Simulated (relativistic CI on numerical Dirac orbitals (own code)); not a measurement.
**Energy levels of I I**

These numbers are calculated, not measured: Dirac-Coulomb-Breit CI, separate exchange-only KLI orbitals for each configuration, model QED (radiative potential, 1s self-energy scaled to tabulated hydrogen-like ionisation energies), valence Slater integrals scaled by 0.85, P86 correlation energy added to each configuration (own radial code, finite nucleus).

CI space (outside the closed core [Kr] 4d10): 5s²5p⁵, 5s²5p⁴6s, 5s²5p⁴6p, 5s²5p⁴5d, 5s²5p⁴7p, 5s5p⁶, 5s²5p⁴7s, 5s²5p⁴6d, 5s²5p⁴4f, 5s²5p⁴8s, 5s²5p⁴8p, 5s²5p⁴7d, 5s²5p⁴5f, 5s²5p⁴5g, 5s²5p⁴8d, 5s²5p³5d², 5s²5p²5d²6s, 5s²5p²5d²6p, 5s²5p²5d³, 5s²5p²5d²7p, 5s²5p²5d²7s. Double excitations out of closed p, d and f shells are left out; levels of such configurations are missing from the list, as are those of other unlisted configurations, and high levels can miss mixing partners. These lack a partner that the ground configuration has and come out too high: 5s²5p⁴6d, 5s²5p⁴4f, 5s²5p⁴8s, 5s²5p⁴8p, 5s²5p⁴7d.

The lowest level is 5s²5p⁵ ²P°3/2, with 99 % of that term; Hund's rules for 5s²5p⁵ give ²P° with J = 3/2, in agreement.

```
No.  Configuration  Term    J  E (cm⁻¹)   %  Landé g  Lifetime (s)
  1         5s²5p⁵   ²P°  3/2       0.0  99    1.334              
  2         5s²5p⁵   ²P°  1/2    7685.3  99    0.666      1.22e-01
  3      5p⁴(3P)6s    ⁴P  5/2   55186.7  90    1.569      6.35e-08
  4      5p⁴(3P)6s    ²P  3/2   56858.4  62    1.389      2.51e-09
  5      5p⁴(3P)6s    ⁴P  1/2   61423.7  81    2.553      1.45e-08
  6      5p⁴(3P)6s    ⁴P  3/2   62467.5  69    1.618      5.07e-09
  7      5p⁴(3P)6s    ²P  1/2   64017.3  88    0.795      1.57e-09
  8      5p⁴(3P)6p   ⁴P°  5/2   64309.3  68    1.514              
  9      5p⁴(3P)6p   ⁴P°  3/2   64461.7  51    1.624              
 10      5p⁴(3P)6p   ⁴D°  7/2   65020.1  90    1.404              
 11      5p⁴(3P)6p   ²D°  5/2   65105.5  73    1.214              
 12      5p⁴(3P)6p   ²P°  1/2   65295.5  40    1.561              
 13      5p⁴(3P)6p   ²P°  3/2   66291.8  51    1.397              
 14      5p⁴(3P)5d    ⁴D  7/2   67425.1  71    1.372              
 15      5p⁴(3P)5d    ⁴D  5/2   67535.9  64    1.335      4.28e-08
 16      5p⁴(3P)5d    ⁴D  3/2   67913.2  48    1.142      3.84e-08
 17      5p⁴(3P)5d    ⁴F  9/2   68744.3  89    1.312              
 18      5p⁴(3P)5d    ⁴D  1/2   68862.6  45    0.642      3.25e-07
 19      5p⁴(1D)6s    ²D  3/2   69811.0  36    1.141      8.86e-09
 20      5p⁴(3P)5d    ²F  7/2   69829.6  61    1.143              
 21      5p⁴(3P)5d    ⁴P  1/2   69858.9  47    2.038      1.35e-08
 22      5p⁴(1D)6s    ²D  5/2   70049.1  73    1.244      1.77e-08
 23      5p⁴(3P)5d    ²D  5/2   70671.3  37    1.221      2.56e-09
 24      5p⁴(3P)6p   ⁴P°  1/2   70940.2  38    1.408              
 25      5p⁴(1D)6s    ²D  3/2   71149.9  37    1.057      3.53e-09
 26      5p⁴(3P)6p   ⁴D°  1/2   71271.4  39    1.181              
 27      5p⁴(3P)6p   ⁴D°  3/2   71338.2  60    1.367              
 28      5p⁴(3P)7s    ⁴P  5/2   71408.4  75    1.494      6.65e-09
 29      5p⁴(3P)6p   ⁴D°  5/2   71868.6  59    1.387              
 30      5p⁴(3P)7s    ²P  3/2   71967.4  67    1.349      3.20e-09
 31      5p⁴(3P)6p   ²P°  3/2   72187.2  34    1.432              
 32      5p⁴(3P)6p   ²D°  3/2   72379.3  64    1.155              
 33      5p⁴(3P)6p   ²P°  1/2   72743.2  42    1.122              
 34      5p⁴(3P)7p   ⁴P°  5/2   74465.5  61    1.496      1.20e-07
 35      5p⁴(3P)5d    ⁴D  1/2   74596.8  40    0.579      4.90e-08
 36      5p⁴(3P)7p   ⁴P°  3/2   74603.4  41    1.598              
 37      5p⁴(3P)7p   ⁴D°  7/2   74674.1  90    1.404      9.63e-08
 38      5p⁴(3P)7p   ²D°  5/2   74726.1  75    1.219              
 39      5p⁴(3P)7p   ²S°  1/2   74837.6  43    1.540              
 40      5p⁴(3P)5d    ⁴F  3/2   74876.0  28    1.071      5.80e-08
 41      5p⁴(3P)5d    ⁴F  5/2   75013.1  49    1.220              
 42      5p⁴(3P)7p   ²P°  3/2   75195.0  49    1.444              
 43      5p⁴(3P)5d    ⁴F  7/2   75204.0  47    1.261              
 44      5p⁴(1D)5d    ²S  1/2   75506.7  26    2.026      1.00e-08
 45      5p⁴(3P)5d    ⁴F  3/2   75822.6  52    0.775      2.71e-08
```

Energies count from the lowest computed level; ° marks odd parity; lifetimes are radiative, by E1, M1, E2, M2, E3 decay to levels of this space only; some are left blank where a channel outside the calculation adds to the decay or the decay crosses a small, uncertain gap. Percentages are summed over parent terms; the parents shown are those of the largest component, closed shells are left out there.

The mean weight of the leading LS term, summed over parents, in these 45 levels is 59 %, and that of the leading jj configuration (from the same eigenvectors) 70 %, so jj coupling describes them better and the LS labels are nominal.

Correlation outside the listed configurations is missing or only estimated: errors of thousands of cm⁻¹ between configurations and terms are usual at this charge. Rates and lifetimes follow the computed energies and can be off by large factors. The fine structure of a lone outer electron comes out too small, for d and f at times inverted, and misplaced configurations move strength between like terms. 19 of the 33 excited levels that our extract of the measured tables holds in this range could be paired (the sources list more); they are missed by 563 cm⁻¹ on average and 1461 at most, and levels without a partner can miss by more.

LS names give the leading component of a level, which can be under half, so a name can repeat, a term be missing and a line seem to break the LS rules.
